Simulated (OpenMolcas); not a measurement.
## Levels of Si by method

```json
{
 "Program": "OpenMolcas",
 "Basis": "ANO-RCC [8s7p5d4f2g]",
 "Scalar Hamiltonian": "DKH2, point nucleus",
 "Active space": "4 electrons in 9 orbitals (RAS2 3s 3p; RAS3 3d, at most 2 electrons)",
 "State averaging": "2S+1 = 3 even, 3 roots; 2S+1 = 1 even, 6 roots; 2S+1 = 5 odd, 1 root; 2S+1 = 3 odd, 8 roots; 2S+1 = 1 odd, 5 roots",
 "Spin-orbit coupling": "RASSI with atomic mean-field integrals over the reference wave functions, term energies averaged over their components"
}
```

Methods on the same reference wave functions:
A. RASSCF
B. SS-RASPT2, IPEA 0.25 Eh, imaginary shift 0.1 Eh (closed shells correlated: 2s 2p)

Energies in cm⁻¹ above 3s² 3p² ³P₀, the measured ground level; measured values from NIST Handbook of Basic Atomic Spectroscopic Data.

```
      Level      A      B  Measured
3s² 3p² ³P₀    0.0    0.0       0.0
3s² 3p² ³P₁   66.7   67.2      77.1
3s² 3p² ³P₂    196    196       223
3s² 3p² ¹D₂   8693   6120      6299
3s² 3p² ¹S₀  19435  15380     15394
3s 3p³ ⁵S°₂  29118  32440     33326
3s 3p³ ³D°₁  46483  45150     45276
3s 3p³ ³D°₂  46492  45160     45294
3s 3p³ ³D°₃  46507  45170     45322
```

Deviations, from unrounded energies. A percentage is the sum of absolute deviations over the sum of measured energies, with the sign that they share, or ± where signs differ.

```
                        Against measurement  Levels      A      B
             mean absolute deviation (cm-1)       8   1800    190
      fine structure of the ground term (%)       2  -12.6  -12.4
other terms of the ground configuration (%)       2  +29.7   -0.9
                   other configurations (%)       4   ±4.6   -0.8
```

B lies closest to measurement on these levels. The largest miss of B in the table is 3s 3p³ ⁵S°₂, by -890 cm-1. The ranking rests on the paired levels alone, and a cruder setting can come out closer through cancelling errors.

From A to B the spin-free energies of the other terms of 3s² 3p² shown, above ³P, scale by factors of 0.70 to 0.79.

The lowest spin-free term lies below A's lowest term by 0.175 hartree in B.

Term energies are means over components that CASPT2 splits; among the terms shown or strongly mixed into the levels shown the widest spread is 35 cm-1 (3s² 3p² ¹D, B). The run also gave levels led by 3s² 3p 3d, which use shells meant for correlation; these and all levels above them are left out. Some terms mix strongly with configurations of 3d, whose occupation reaches 0.36 (3s 3p³ ³D°). Without dynamic correlation excited terms often stand tens of per cent too high (terms of higher spin than the ground term too low), and those without a measured partner can miss by more than the paired ones (holds for A). Computed and measured levels are paired by configuration, term and J; levels that our copy of the source lacks, or whose pairing is in doubt (as where it misses far off the trend of its configuration), stay unpaired and out of the deviations. Only configurations of the active space appear. Levels that lie high or do not pair safely by name in every column are left out.

° marks odd parity.
